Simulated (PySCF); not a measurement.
## Ca: ionisation energy

Ca [Ar] 4s2 (1S) → Ca⁺ [Ar] 4s1 (2S), as a difference of total energies. Calculation: PySCF 2.14, in pcseg-2 (6s4p3d, 33 functions); no relativity, point nucleus. Correlated levels: valence: [Ar] frozen. The calculations carry no spin-orbit coupling.

```json
{"method": "UHF", "ionisation energy (eV)": "5.121", "difference from reference (eV)": "-0.992"}
{"method": "MN15", "ionisation energy (eV)": "6.274", "difference from reference (eV)": "+0.161"}
{"method": "M06-L", "ionisation energy (eV)": "6.100", "difference from reference (eV)": "-0.013"}
{"method": "MP2 (valence)", "ionisation energy (eV)": "5.620", "difference from reference (eV)": "-0.493"}
{"method": "SCS-MP2 (valence)", "ionisation energy (eV)": "5.720", "difference from reference (eV)": "-0.393"}
{"method": "CCSD (valence)", "ionisation energy (eV)": "5.877", "difference from reference (eV)": "-0.236"}
```

Reference: 6.113 eV (measured; NIST Atomic Spectra Database, ionization energies).

These non-relativistic numbers lack the scalar-relativistic shift.

Errors of the correlated levels include the incompleteness of this basis and the frozen core.

With two correlated electrons CCSD is exact in that space.

The coupled-cluster amplitudes are large for Ca (T1 above 0.03 or a double amplitude above 0.15), so a single reference is strained.
